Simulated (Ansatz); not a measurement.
Computed with Ansatz on PBE0-D4/def2-TZVP structures; ΔE is electronic, products minus reactants. CBS: MP2 limit from def2 TZ/QZ plus the TZ coupled-cluster correction, frozen cores. DFT in def2-TZVPP. def2 core potentials past Kr. For Br, Sn outer-core shells are correlated without core-valence functions, which leaves a few kJ/mol of doubt a bond. Scalar relativity is left out up to krypton. One conformer a species, not always the lowest.

`[OH][SnH]([Cl])[Br]` + `SB(S)Br` → `[OH][SnH]([Br])[Br]` + `SB(S)Cl`  (redistribution)

```
             level  ΔE (eV)
         revPBE-D4    -0.21
        r2SCANh-D4    -0.22
          BHLYP-D4    -0.23
              BLYP    -0.23
              PBE0    -0.23
             BHLYP    -0.24
CCSD(T)/def2-TZVPP    -0.18
      HF/CBS(def2)    -0.24
```

Task: What does CCSD(T)/CBS give? (Best estimate.)

Result: The calculation gave: -0.20 eV. The listed levels differ from it by -0.01, -0.02, -0.03, -0.03, -0.03, -0.04, 0.02, -0.04 eV.

Task: What do rigid-rotor, harmonic-oscillator terms from PBE0-D4/def2-TZVP frequencies (298.15 K, 1 bar) make of the CCSD(T)/CBS value? (Best estimate.)

Result: Ansatz gave: ΔZPE = 0.00 eV, ΔH = -0.19 eV, ΔS = 0 J/(mol·K), ΔG = -0.20 eV.

Largest T1 diagnostic among the species: 0.013.

Leaving LDA and LC-ωPBE aside and taking each functional with its dispersion term where it has one, the values, not all of them listed here, spread over 0.03 eV, from BHLYP-D4 to B97M-V. In def2-TZVPP, CCSD(T) changes the Hartree–Fock value by +0.06 eV (the triples alone add +0.01 eV) and MP2 by +0.07 eV.
